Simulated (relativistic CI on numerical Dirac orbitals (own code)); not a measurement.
## Mg⁶⁺: calculation against measurement

Computed by Dirac-Coulomb-Breit CI, orbitals from a KLI potential per configuration, QED by a radiative potential, valence Slater integrals scaled by 0.9, P86 correlation estimate, and configurations built on the next ion tied to the tabulated ionisation energy (semi-empirical) (own radial code, finite nucleus).

Configuration list (outside the closed core 1s2): 2s²2p², 2s²2p3s, 2s²2p3p, 2s²2p3d, 2s²2p4s, 2s2p³, 2p⁴, 2p³3s, 2p³3p, 2p³3d, 2s2p²3s, 2s2p²3p, 2s2p²3d, 2s²2p4p, 2s²2p4d, 2s²2p4f, 2s²3s², 2s²3s3p, 2s2p²4s, 2s²3p², 2s²3s3d, 2s2p²4p, 2s²3p3d, 2s2p²4d. Levels of other configurations are missing.

```tsv
Configuration	Term (tabulated)	J	Measured (cm⁻¹)	Computed	Error	Purity (%)
2s²2p²	3P	0	0.0	0	0	98
2s²2p²	3P	1	1107.0	1112	5	99
2s²2p²	3P	2	2924.0	2915	-9	98
2s²2p²	1D	2	40948.0	39776	-1172	98
2s²2p²	1S	0	85153.0	79674	-5479	95
2s2p³	5S°	2	118100.0	124581	6481	100
2s2p³	3D°	3	232853.0	237809	4956	100
2s2p³	3D°	2	232957.0	237920	4963	100
2s2p³	3D°	1	233024.0	237991	4967	100
2s2p³	3P°	1	274897.0	276168	1271	100
2s2p³	3P°	2	274904.0	276179	1275	100
2s2p³	3P°	0	274947.0	276222	1275	100
2s2p³	1D°	2	354401.0	356193	1792	99
2s2p³	3S°	1	362117.0	361671	-446	99
2s2p³	1P°	1	397153.0	394877	-2276	99
2p⁴	3P	2	542316.0	553471	11155	98
2p⁴	3P	1	544393.0	555539	11146	98
2p⁴	3P	0	545264.0	556407	11143	98
2p⁴	1D	2	576280.0	588699	12419	98
2p⁴	1S	0	658440.0	664431	5991	95
2s²2p3s	3P°	0	1047610.0	1033770	-13840	96
2s²2p3s	3P°	1	1048400.0	1034649	-13751	95
2s²2p3s	3P°	2	1050890.0	1037003	-13887	96
2s²2p3s	1P°	1	1061030.0	1047162	-13868	95
2s²2p3p	3P	0	1123740.0	1112387	-11353	92
2s²2p3p	3P	1	1124940.0	1113333	-11607	90
2s²2p3p	3P	2	1125840.0	1114400	-11440	92
2s²2p3d	3F°	2	1178750.0	1167667	-11083	71
2s2p²3s	5P	2	1179960.0	1183341	3381	99
2s2p²3s	5P	3	1181440.0	1184809	3369	99
2s²2p3d	3D°	1	1191750.0	1180003	-11747	92
2s²2p3d	3D°	2	1192170.0	1180380	-11790	86
2s²2p3d	3D°	3	1193050.0	1181349	-11701	96
2s²2p3d	3P°	2	1196750.0	1184300	-12450	86
2s²2p3d	3P°	1	1197450.0	1185005	-12445	92
2s²2p3d	3P°	0	1197850.0	1185387	-12463	96
2s2p²3s	3P	0	1211160.0	1213852	2692	95
2s²2p3d	1F°	3	1211810.0	1200685	-11125	96
2s2p²3s	3P	1	1212030.0	1214761	2731	95
2s²2p3d	1P°	1	1212800.0	1199971	-12829	96
2s2p²3s	3P	2	1213670.0	1216381	2711	95
2s2p²3p	3S°	1	1235310.0	1242020	6710	97
2s2p²3p	3D°	2	1264810.0	1269721	4911	99
2s2p²3p	3D°	3	1266060.0	1270973	4913	99
2s2p²3s	3D	3	1285190.0	1287878	2688	98
2s2p²3s	1D	2	1305300.0	1308015	2715	98
2s2p²3d	5P	3	1322700.0	1326403	3703	97
2s2p²3d	5P	2	1323370.0	1327091	3721	97
2s2p²3d	5P	1	1323790.0	1327513	3723	98
2s2p²3d	3P	2	1324960.0	1329993	5033	98
2s2p²3d	3P	1	1326020.0	1331070	5050	98
2s2p²3d	3P	0	1326550.0	1331617	5067	98
2s2p²3d	3F	2	1333170.0	1339289	6119	100
2s2p²3d	3F	3	1334100.0	1340213	6113	100
2s2p²3d	3F	4	1335320.0	1341441	6121	100
2s2p²3d	3D	1	1350640.0	1355267	4627	99
2s2p²3d	3D	2	1350930.0	1355561	4631	99
2s2p²3d	3D	3	1351340.0	1356000	4660	99
2s2p²3d	3D †	2	1422020.0	1425219	3199	93
2s2p²3d	3D †	3	1422600.0	1425377	2777	94
2s²2p4d	3D°	2	1469540.0	1469804	264	56
2s²2p4d	3D°	3	1470410.0	1471120	710	95
2s²2p4d	3P°	2	1472130.0	1472090	-40	61
2s²2p4d	1F°	3	1477420.0	1479661	2241	98
2s2p²4d	5P	3	1599650.0	1602046	2396	92
2s2p²4d	5P	2	1600240.0	1602706	2466	95
```

Measured levels from NIST levels in Kelleher and Podobedova, J. Phys. Chem. Ref. Data 37, 267 (2008); pairs were made by configuration, J and term (by order where the table uses no LS term), so strongly mixed levels may be paired wrongly.

Mean error by configuration (cm⁻¹): 2s²2p² -1664; 2s2p³ 2426; 2p⁴ 10371; 2s²2p3s -13837; 2s²2p3p -11467; 2s²2p3d -11959; 2s2p²3s 2898; 2s2p²3p 5511; 2s2p²3d 4881; 2s²2p4d 794; 2s2p²4d 2431. Over the excited levels the mean absolute error is 6176 cm⁻¹ (65 of the 69 excited levels that our extract of the source holds in range could be paired, and the others can miss by more), and the median relative error of those above 1,000 cm⁻¹ is 0.46 %. † marks terms whose computed intervals miss the measured ones by more than a factor of 2.5, or configurations far off the rest, from wrong mixing, a near crossing or a doubtful label or measurement; they are left out of the means.
